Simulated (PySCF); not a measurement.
**How methods differ on the ionisation energy of Pm⁺**

Pm⁺ [Xe] 4f5 6s1 (high-spin determinant) → Pm²⁺ [Xe] 4f5 (high-spin determinant), as a difference of total energies. All numbers are calculated (PySCF 2.14, scalar relativity by spin-free X2C-1e, in ANO-RCC-VTZP (8s7p5d3f2g1h, 104 functions)). Correlated levels: valence: [Kr] 4d10 frozen; valence and next inner shell: [Ar] 3d10 frozen. The calculations carry no spin-orbit coupling.

| method | ionisation energy (eV) |
| --- | --- |
| UHF | 10.177 |
| MP2 (valence) | 10.875 |
| SCS-MP2 (valence) | 10.683 |
| MP2 (valence and next inner shell) | 10.949 |
| SCS-MP2 (valence and next inner shell) | 10.754 |

Question: How much does correlation contribute at MP2 (valence and next inner shell)?

Answer: 10.949 − (10.177) = 0.772 eV, measured against UHF.

The reference lies between the lowest fine-structure levels, while these numbers refer to the centres of the terms.

Errors of the correlated levels include the incompleteness of this basis and the frozen core.

The determinant of Pm⁺ and of Pm²⁺ mixes LS terms, which raises its energy above the lowest term, most at the Hartree-Fock and MP2 levels.

For comparison: 10.938 ± 0.02 eV (semi-empirical (NIST evaluation); NIST Atomic Spectra Database, ionization energies).
